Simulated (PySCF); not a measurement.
## Electron correlation in F²⁺ (fluorine, charge +2)

[He] 2s2 2p2 3s1, high-spin 4P determinant (an excited configuration). All numbers are calculated (PySCF 2.14, no relativity, point nucleus, in aug-cc-pVTZ). Frozen: 1s2; 5 electrons correlated.

| level | correlation energy (mhartree) |
| --- | --- |
| CCSD | -113.76 |
| (T) | -1.93 |
| CCSD(T) | -115.69 |

Diagnostics: T1 = 0.0061, D1 = 0.0165, largest double amplitude 0.116.

Task: Is a single reference adequate?

Result: Mostly. T1 lies below 0.03, but a double amplitude of this size points to a near-degeneracy that CCSD handles and MP2 describes poorly.
